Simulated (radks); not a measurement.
Excited configurations of H I: one electron is placed in a higher orbital outside the bare nucleus. The ground configuration is 1s1. All-electron calculation, non-relativistic Kohn-Sham, LDA (Slater exchange, Perdew-Wang correlation), spin-polarised, spherical densities, point nucleus; open shells are filled with parallel spins first. Program: a radial shooting solver on a logarithmic mesh with Libxc functionals. Excitation = E - E(ground); binding = E(ion) - E, where the ion is the core of charge +1; n* = 1/sqrt(2 binding) in atomic units, and the quantum defect is n - n*.

outer orbital  excitation (eV)  binding (eV)  quantum defect  eigenvalue (eV)  <r> (bohr)
3p                      11.386         1.640           0.120           -0.982       12.00
4s                      12.061         0.966           0.247           -0.635       22.69
5s                      12.390         0.637           0.377           -0.431       35.25
5f                      12.395         0.632           0.360           -0.381       29.73
6s                      12.574         0.453           0.518           -0.313       50.53
6d                      12.572         0.454           0.528           -0.305       47.52
7p                      12.686         0.340           0.674           -0.238       67.33

The Delta-SCF ionisation energy is 13.026 eV (NIST Atomic Spectra Database: 13.598 eV, theoretical). Self-interaction in the functional shifts the binding energies and quantum defects, so they are the method's values and not measured ones.
